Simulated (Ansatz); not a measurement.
Ideal-gas functions of C$_{2}$H$_{4}$N$_{2}$Te, SMILES `N=C1NC[Te]1` at 400 K and 1 bar, from an Ansatz frequency run at PBE0-D4/def2-TZVP.

Molar mass 183.67 g/mol, point group Cs (symmetry number 1), electronic degeneracy 1, moments of inertia 93.837, 218.286, 308.855 u Å². Harmonic wavenumbers (cm⁻¹, unscaled): 45, 277, 360, 430, 523, 561, 689, 724, 804, 1013, 1102, 1153, 1159, 1260, 1434, 1508, 1794, 3077, 3136, 3595, 3605.

Use S(trans) = R[1.5 ln M + 2.5 ln T − 1.1517]; rotational temperatures θ = 24.2544 K / I; S(rot) = R[ln(√π/σ · √(T³/θAθBθC)) + 1.5]; for each mode x = 1.438777 ν̃/T, S = R[x/(eˣ − 1) − ln(1 − e⁻ˣ)] and H = RT x/(eˣ − 1); 1 cm⁻¹ = 0.0119627 kJ/mol; R = 8.31446 J/(mol·K).

By hand: the entropy, in J/(mol·K).

Translation 180.0. Rotation: θ = 0.2585, 0.1111, 0.0785 K, giving 117.3. Vibration, mode by mode: 23.46, 8.68, 6.72, 5.47, 4.19, 3.76, 2.62, 2.37, 1.89, 1.03, 0.80, 0.69, 0.67, 0.50, 0.30, 0.24, 0.10, 0.00, 0.00, 0.00, 0.00, in all 63.5. Electronic 0.0. Sum 360.8 J/(mol·K).

By hand: H − E and G − E in kJ/mol, counted from the electronic energy.

Zero-point energy ½ × 28249 × 0.0119627 = 169.0; thermal vibration 13.6; translation, rotation and pV give 4 RT = 13.3. H − E = 195.9 kJ/mol, and G − E = 195.9 − 400 × 360.8/1000 = 51.6 kJ/mol.

Vibration gives 18 % of the entropy, 23.5 J/(mol·K) of it from the mode under 150 cm⁻¹: soft modes count most, and the harmonic formula is weakest for them. The sum counts one conformer and one mirror image; others add a mixing term.
